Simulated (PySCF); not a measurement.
C9H9O (charge +1).
SMILES with atom numbers: `[CH3:1][c:2]1[cH:3][cH:4][c:5]([C:6]#[O+:7])[c:8]([CH3:9])[cH:10]1` (hydrogens: H11, H12, H13 on C1; H14 on C3; H15 on C4; H16, H17, H18 on C9; H19 on C10)

The closed-shell ground state was solved at several levels (PySCF, density fitting, gas phase, non-relativistic). Isolated species at its PBE0-D3(BJ)/def2-SVP geometry, gas phase.

| level | basis functions | total energy (Eh) | HOMO (eV) | LUMO (eV) | gap (eV) |
| --- | --- | --- | --- | --- | --- |
| wB97X-D/pcSseg-1 | 215 | -423.1276 | -14.06 | -5.77 | 8.29 |
| PBE0/pcSseg-1 | 215 | -422.7824 | -12.30 | -7.39 | 4.91 |

Estimate the row for wB97X-D/def2-SVPD, a basis of 275 functions; the other rows only guide the guess.

Total energy -422.8921 Eh, HOMO -14.01 eV, LUMO -5.72 eV, gap 8.29 eV.

The pairwise dispersion term of wB97X-D wasn't added to the energies; at a given geometry it leaves orbitals and properties as they are.
